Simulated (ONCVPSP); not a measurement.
# Ranking ONCV potentials for carbon

All share these settings but for the change named:

ONCVPSP 4.0.1 input, shortened (lines: element, Z, core and valence counts, functional; n l f; lmax; l rc ep ncon nbas qcut; lloc lpopt rc5 dvloc0; l nproj debl; icmod fcfact rcfact), PBE, non-relativistic:

```
  C 6.00    1    2        4      upf
    1    0    2.00
    2    0    2.00
    2    1    2.00
    1
    0    0.95    0.00    4    8    5.80
    1    1.80    0.00    3    6    8.70
    0    5    0.95    0.00
    0    0    0.70
    1    3    2.60
    0    0.00    0.00
```

Test errors are all-electron minus pseudo excitation energies from the reference, over 2s2 2p1; 2s2 2p0; 2s1 2p0; 2s1 2p3. None of these files shows a bound ghost.

The base gives 440.8 meV.

Of 3 variants that were run, those that failed, showed a ghost or another fault, or gave nearly equal values are left out.

A variant can come out equal or close to the base, since the largest error may sit in a test that the change hardly touches while other tests move.

(1) Rank these variants by their largest absolute test error, smallest first.
A. s: qcut 6.4; p: qcut 9.5
B. p: qcut 5.2
C. all radii scaled by about 1.20 (s 1.14, p 2.16 bohr)

## Answers

(1) A (424.5 meV), C (672.1 meV), B (778.2 meV).
